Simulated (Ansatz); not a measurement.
Consider the cleavage of the B–B bond: `BB(C)BCl` + CH₃OH → `BB(C)OC` + `BCl`.

Program: Ansatz. Geometries: PBE0-D4/def2-TZVP. ΔE: electronic, gas phase. CBS: MP2 limit from def2 TZ/QZ plus the TZ coupled-cluster correction, frozen cores. This one scheme is used for every species. DFT in def2-TZVPP. B3LYP here is the variant with VWN-RPA as its local correlation; programs differ in this. Each species was taken in one conformer, which may not be the lowest.

| level | ΔE (eV) |
| --- | --- |
| PBE0-D4 | -1.23 |
| ωB97X-V | -1.35 |
| B2PLYP | -1.39 |
| PBE0 | -1.23 |
| B3LYP | -1.34 |
| CCSD/def2-TZVPP | -1.41 |
| MP2/def2-QZVPP | -1.41 |
| SCS-MP2/def2-QZVPP | -1.43 |

What does CCSD(T)/CBS give? (An estimate is asked.)

Ansatz gave: -1.35 eV. The listed levels differ from it by 0.12, 0.00, -0.04, 0.12, 0.01, -0.06, -0.06, -0.08 eV.

Largest T1 diagnostic among the species: 0.014.

From PBE to PBE0 (25 % exact exchange), in def2-TZVPP and without D4, ΔE moves by −0.06 eV. In def2-TZVPP, CCSD(T) changes the Hartree–Fock value by +0.10 eV (the triples alone add +0.00 eV) and MP2 by +0.06 eV.
